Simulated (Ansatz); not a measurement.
HF2OS (SMILES [OH+]=S(F)F), charge +1, singlet, geometry from GFN2-xTB; Ansatz (a quantum-chemistry and plane-wave program) with MP2/cc-pVDZ.

The Ansatz input:
Ansatz 0.2 input:
```yaml
crystal:
  periodic: [false, false, false]
  atoms:
    - {symbol: O, position_ang: [1.29223798, -0.53634598, 0.12438406]}
    - {symbol: S, position_ang: [-0.12233129, -0.08572590, 0.46242826]}
    - {symbol: F, position_ang: [-0.98017879, -0.70632344, -0.73527068]}
    - {symbol: F, position_ang: [-0.16480630, 1.39870553, -0.12933654]}
    - {symbol: H, position_ang: [1.92426265, -0.56905663, -0.61245951]}
basis:
  gaussian:
    orbitals: cc-pVDZ
total_charge: 1
magnetization: {spin_polarized: false}
correlation: {method: mp2}
```

What the program printed (banner, timings and long lists left out):

```
Functional definition: HF
627 factors; integrals over basis functions are off by at most 1.4e-3 eV
mean field evaluation 1: about -18264.8055 eV, gradient 5.9e1 eV
mean field evaluation 2: about -18264.8830 eV, gradient 5.9e1 eV
mean field evaluation 4: about -18270.9860 eV, gradient 3.0e0 eV
mean field evaluation 8: about -18271.0573 eV, gradient 1.3e-1 eV
mean field -18271.05743095 eV, -671.4489760198 hartree, gradient 9.4e-7 eV, S^2 0.000000; 0 other end points of the search recorded, 0 dependent functions left out
8 core orbitals not correlated
reference -18271.05743095 eV, -671.4489760198 hartree; 13, 13 occupied and 44, 44 virtual orbitals, 627 factors
second order -19.16431245 eV of doubles, -0.00000000 eV of singles
Total energy: -18290.22174339 eV, -672.1532515122 hartree
```
